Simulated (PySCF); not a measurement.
## Potential energy of GeI⁺ along the bond

Set-up: Ge def2-SVP, I def2-SVP with ECP28; scalar-relativistic core potentials (PySCF 2.14). Energies in eV from Ge⁺ + I in their ground configurations at the same level. State: ¹Σ⁺ (singlet), closed shell.

All columns are PBE0. A positive dipole points towards I; it is taken about the centre of mass and depends on that origin.

| R (Å) | E (eV) | μ (D) | Mulliken charge on Ge (basis-dependent) | HOMO (eV) | LUMO (eV) | Mayer bond order | ⟨S²⟩ |
| --- | --- | --- | --- | --- | --- | --- | --- |
| 2.075 | -2.487 | -1.40 | 0.55 | -14.41 | -8.66 | 2.01 | 0.00 |
| 2.172 | -3.277 | -2.06 | 0.62 | -14.53 | -8.82 | 1.95 | 0.00 |
| 2.268 | -3.703 | -2.72 | 0.68 | -14.61 | -8.97 | 1.91 | 0.00 |
| 2.341 | -3.850 | -3.21 | 0.72 | -14.50 | -9.09 | 1.87 | 0.00 |
| 2.413 | -3.887 | -3.69 | 0.75 | -14.26 | -9.20 | 1.85 | 0.00 |
| 2.485 | -3.841 | -4.17 | 0.78 | -14.04 | -9.30 | 1.82 | 0.00 |
| 2.582 | -3.687 | -4.78 | 0.81 | -13.76 | -9.44 | 1.79 | 0.00 |
| 2.703 | -3.394 | -5.50 | 0.84 | -13.45 | -9.60 | 1.75 | 0.00 |
| 2.847 | -2.963 | -6.31 | 0.87 | -13.13 | -9.77 | 1.71 | 0.00 |
| 3.040 | -2.341 | -7.30 | 0.89 | -12.76 | -9.96 | 1.67 | 0.00 |

A fit through these points gives, at Re = 2.406 Å, μ = -3.65 D and dμ/dR = -6.62 D/Å; the reduced mass is 46.71 u.

Problem. How strong is the fundamental in the double-harmonic approximation, I = 42.26·(dμ/dR)²/μred km/mol?

Solution. I = 42.26·(-6.62)²/46.71 = 39.6 km/mol at PBE0.

Spin–orbit coupling is left out, which matters for elements this heavy, above all for dissociation energies. For an ion De counts to the pair picked by the measured ionisation energies or electron affinities, which need not be the lowest pair at this level.
